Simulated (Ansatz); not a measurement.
Spin states of F2Ti (SMILES [F][Ti][F]), each relaxed with B3LYP-D3(BJ)/def2-TZVP.
State 1 (charge 0, multiplicity 3):
```xyz
3

Ti     0.3845     0.0816    -0.0232
F     -0.4173     1.2411    -1.1471
F     -0.0004    -1.2752     1.1000
```
State 2 (charge 0, multiplicity 1):
```xyz
3

Ti    -0.01079     0.01587    -0.02344
F     -0.23614     1.37332    -1.23582
F      0.21376    -1.34172     1.18893
```

Singlets are restricted, other states unrestricted; no spin–orbit coupling, no relativity up to Kr; see below for the cores. The largest T1 diagnostic is 0.026.

Run with Ansatz (Gaussian basis) for Hartree–Fock, density functionals and correlated methods. Each number belongs to the level named beside it.

What energy of the multiplicity-1 state less that of the multiplicity-3 state does CAM-B3LYP/def2-TZVPP give?

1.07 eV

Predict the energy of the multiplicity-1 state less that of the multiplicity-3 state from r2SCAN/def2-TZVPP.

1.54 eV

Estimate the energy of the multiplicity-1 state less that of the multiplicity-3 state that wB97X-V/def2-TZVPP returns for this input.

0.89 eV

Ansatz is an electronic-structure program.
